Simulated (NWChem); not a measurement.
Species: MgHOCl; SMILES [Mg]([Cl])[OH]

```xyz
4

Mg     0.0102     0.5349    -0.0020
Cl    -0.0050    -1.6419     0.0006
O     -0.0268     2.2854     0.0011
H      0.1774     3.2098     0.0060
```
Atoms are numbered in this order, from 1.

Computed with NWChem. Pople sets run with spherical d functions. The geometry was optimised at PBE0-D3(BJ)/def2-TZVP.

Problem. Order these by “highest occupied level (eV)”, lowest first: TPSS/6-31+G*; TPSS/STO-3G; TPSS/3-21G.

Solution. TPSS/6-31+G* (-6.76), TPSS/3-21G (-6.00), TPSS/STO-3G (-0.50)
